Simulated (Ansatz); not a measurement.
Cost and result for the atomization energy of `O[SiH](Cl)[S][GeH2][Cl]` (10 atoms, 9 bonds).

```
atom    x (Å)    y (Å)    z (Å)
  O1   0.3727   0.6723  -1.4687
 Si2  -0.2141  -0.8242  -1.1775
 Cl3   0.4417  -2.1828  -2.5594
  S4   0.5441  -1.4601   0.6935
 Ge5   0.3759   0.4679   1.7754
 Cl6  -1.6247   1.2499   1.5714
  H7  -0.1231   1.2387  -2.0637
  H8  -1.6881  -0.8328  -1.2443
  H9   1.3230   1.5285   1.2172
 H10   0.5926   0.1425   3.2561
```

The species carries charge 0 and has multiplicity 1. Correlated methods include outer-core shells of Ge, which these sets cover unevenly. Scalar relativity is left out up to krypton. The geometry is a stationary point of PBE0-D4/def2-TZVP. It is one conformer, not always the lowest. Program: Ansatz. All runs use 2 threads of an AMD EPYC 7R13 on a shared host and a share of an NVIDIA H100 80 GB. Times are those of one run each, without the atoms' runs, and a repeat can differ threefold. Electronic energies, without spin–orbit coupling; frozen cores. CCSD(T)/CBS adds CCSD(T) − MP2 in def2-TZVPP to the MP2 limit, and its time is that of the two runs behind it. T1 = 0.011. With those shells the extrapolation isn't a true limit. B3LYP takes the VWN-RPA correlation (the form of Gaussian; ORCA's B3LYP/G).

CCSD(T)/CBS is a level of theory with its own doubt, some kJ/mol a heavy atom from the limit and from the frozen cores, so smaller differences don't rank the functionals.

```csv
level,functions,wall time,atomization (kJ/mol),difference from CCSD(T)/CBS,per bond
ωB97X-V/def2-TZVPP,303,2.6 s,3258.5,10.8,1.2
B2PLYP/def2-TZVPP,303,3 s,3157.4,-90.3,-10.0
PBE-D4/def2-TZVPP (with forces),303,3.1 s,3252.6,4.9,0.5
B3LYP-D4/def2-TZVPP (with forces),303,3.1 s,3184.6,-63.1,-7.0
r2SCAN-D4/def2-TZVPP (with forces),303,3.6 s,3253.1,5.4,0.6
PBE0-D4/def2-TZVPP,303,3.6 s,3208.9,-38.8,-4.3
ωB97M-V/def2-TZVPP (with forces),303,4 s,3241.9,-5.8,-0.6
MP2/def2-QZVPP,546,4.8 s,3286.1,38.4,4.3
CCSD(T)/def2-TZVPP,303,4.8 s,3142.6,-105.1,-11.7
CCSD(T)/CBS(def2),–,9.6 s,3247.7,0.0,0.0
```

In def2-TZVPP, CCSD(T) changes the Hartree–Fock value by +834.9 kJ/mol (the triples alone add +61.7 kJ/mol) and MP2 by +916.9 kJ/mol; breaking electron pairs costs correlation energy, which Hartree–Fock lacks. From PBE to PBE0 (25 % exact exchange), in def2-TZVPP and without D4, the atomization energy moves by −38.5 kJ/mol: exact exchange takes away binding that semilocal exchange gives to molecules. The D4 term adds +62.9 kJ/mol with B3LYP and +33.3 kJ/mol with PBE0; it sums over pairs of atoms, weighted by their polarisabilities, and B3LYP, whose exchange is more repulsive, gets the larger term.
